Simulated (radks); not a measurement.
Values are calculated unless marked as measured or tabulated.
P+, 14 electrons, occupied as [Ne] 3s2 3d2 (not the ground configuration).

Code: a radial shooting solver on a logarithmic mesh with Libxc functionals. Model: non-relativistic Kohn-Sham, MS2 meta-GGA, spin-unpolarised, spherical densities, point nucleus; meta-GGA in the generalised Kohn-Sham scheme.

Energy parts (eV):
| part | energy |
|---|---|
| total | -9252.112 |
| kinetic | 9239.743 |
| electron-nucleus | -21804.846 |
| Hartree | 3926.251 |
| exchange-correlation | -613.261 |

Orbitals (lengths in bohr, moments of r in powers of bohr; r(90%) holds 90 % of the orbital's charge):
orbital  occ.  eigenvalue (eV)  r(90%)    <r^2>
1s          2        -2105.717   0.185  0.01449
2s          2        -195.1772   0.810   0.3180
2p          6        -143.8580   0.806   0.2927
3s          2         -27.2326    2.65    3.600
3p          0         -17.6595    3.11    4.834
4s          0          -6.3074    6.86    25.25
3d          2          -6.1100    5.04    11.67

The highest occupied level is 3d at -6.110 eV. The configuration is held as typed, so some empty levels lie below it. The density falls to 0.001 e/bohr^3 at r = 4.52 bohr. The electron density at the nucleus is 2195 e/bohr^3.
